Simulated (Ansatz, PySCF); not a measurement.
Ti(Cl)2(OH) (Cl2HOTi), SMILES [OH][Ti+]([Cl])[Cl], charge +1, multiplicity 1. Atoms are numbered in the order given.

```xyz
5

Ti    -0.3830     0.3371     0.0000
Cl     0.1542    -0.7412     1.7500
Cl     0.1542    -0.7412    -1.7500
O      0.3057     1.8890     0.0000
H      0.9229     2.6463     0.0000
```
Charge +1, spin multiplicity 1.

Geometry optimised at B3LYP-D3(BJ)/def2-SVP. The multiplicity is an assumed one; other spin states were not compared. The isomer is the one that the SMILES or the coordinates give; other isomers of the formula were not compared. One conformer was computed; it need not be the lowest.

Two levels are set side by side: PBE-D3(BJ)/def2-SVP (Ansatz, a program for electronic structure) and B3LYP-D3(BJ)/def2-SVP (PySCF). Each level has its own optimised geometry; the coordinates shown are those of the second. Frequencies come from the Hessian of PySCF at each geometry. Differences are taken from unrounded values.

| quantity | B3LYP-D3(BJ) |
|---|---|
| mean bond length (Å) | 1.731 |
| bond Ti1–Cl2 (Å) | 2.125 |
| bond Ti1–Cl3 (Å) | 2.125 |
| bond Ti1–O4 (Å) | 1.698 |
| bond O4–H5 (Å) | 0.977 |
| highest harmonic wavenumber (cm⁻¹) | 3739 |
| mean harmonic wavenumber (cm⁻¹) | 767 |
| zero-point energy (kcal/mol) | 9.87 |

### Question
What does PBE-D3(BJ) give, and how far is it from B3LYP-D3(BJ)? (An estimate is asked for; the answer gives what the named calculation found.)

### Answer

```json
[
 {"quantity": "mean bond length (Å)", "PBE-D3(BJ)": "1.738", "PBE-D3(BJ) minus B3LYP-D3(BJ)": "0.007"},
 {"quantity": "bond Ti1–Cl2 (Å)", "PBE-D3(BJ)": "2.131", "PBE-D3(BJ) minus B3LYP-D3(BJ)": "0.006"},
 {"quantity": "bond Ti1–Cl3 (Å)", "PBE-D3(BJ)": "2.131", "PBE-D3(BJ) minus B3LYP-D3(BJ)": "0.006"},
 {"quantity": "bond Ti1–O4 (Å)", "PBE-D3(BJ)": "1.706", "PBE-D3(BJ) minus B3LYP-D3(BJ)": "0.008"},
 {"quantity": "bond O4–H5 (Å)", "PBE-D3(BJ)": "0.984", "PBE-D3(BJ) minus B3LYP-D3(BJ)": "0.007"},
 {"quantity": "highest harmonic wavenumber (cm⁻¹)", "PBE-D3(BJ)": "3652", "PBE-D3(BJ) minus B3LYP-D3(BJ)": "-87"},
 {"quantity": "mean harmonic wavenumber (cm⁻¹)", "PBE-D3(BJ)": "747", "PBE-D3(BJ) minus B3LYP-D3(BJ)": "-20"},
 {"quantity": "zero-point energy (kcal/mol)", "PBE-D3(BJ)": "9.61", "PBE-D3(BJ) minus B3LYP-D3(BJ)": "-0.26"}
]
```

GGA bonds tend to be longer and softer than those of functionals with exact exchange. Differences between two approximate levels are no errors against the true value.
